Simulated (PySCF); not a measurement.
## Scalar relativity in S⁺ (sulfur, charge +1)

[Ne] 3s2 3p3, high-spin 4S determinant; PBE calculated with PySCF 2.14 in dyall-acv3z, once non-relativistic with a point nucleus and once with spin-free X2C-1e and a Gaussian nucleus.

```csv
shell,ε non-rel. (eV),ε X2C (eV),"rms r non-rel. (bohr, spins averaged)","rms r X2C (bohr, spins averaged)",change of radius (%)
1s α,-2409.3,-2416.5,0.1128,0.1122,-0.52
1s β,-2408.8,-2416.1,0.1128,0.1122,-0.52
2s α,-221.95,-223.16,0.5246,0.5224,-0.41
2s β,-221.52,-222.72,0.5246,0.5224,-0.41
2p α,-168.12,-168.08,0.4952,0.4946,-0.11
2p β,-167.52,-167.47,0.4952,0.4946,-0.11
3s α,-28.698,-28.816,1.766,1.760,-0.31
3s β,-25.262,-25.378,1.766,1.760,-0.31
3p α,-17.922,-17.908,2.029,2.029,-0.01
```

The total energy goes from -397.5689 to -398.6652 hartree.

Ionisation energy, S⁺ [Ne] 3s2 3p3 (4S) → S²⁺ [Ne] 3s2 3p2 (3P) (eV):

| method | non-relativistic | spin-free X2C | shift |
| --- | --- | --- | --- |
| UHF | 22.723 | 22.711 | -0.013 |
| LDA | 23.405 | 23.392 | -0.013 |
| PBE | 23.315 | 23.302 | -0.013 |
| PBE0 | 23.383 | 23.370 | -0.013 |
| r2SCAN | 23.533 | 23.520 | -0.012 |
| MP2 (valence) | 23.352 | 23.340 | -0.012 |
| SCS-MP2 (valence) | 23.163 | 23.150 | -0.012 |
| MP2 (valence and next inner shell) | 23.391 | 23.378 | -0.013 |
| SCS-MP2 (valence and next inner shell) | 23.198 | 23.185 | -0.013 |
| CCSD (valence) | 23.281 | 23.271 | -0.010 |
| CCSD(T) (valence) | 23.323 | 23.312 | -0.011 |

Relativity contracts and stabilises s shells directly. The contracted s shells screen the nucleus better, so for spin-averaged p shells the direct and indirect effects partly cancel.
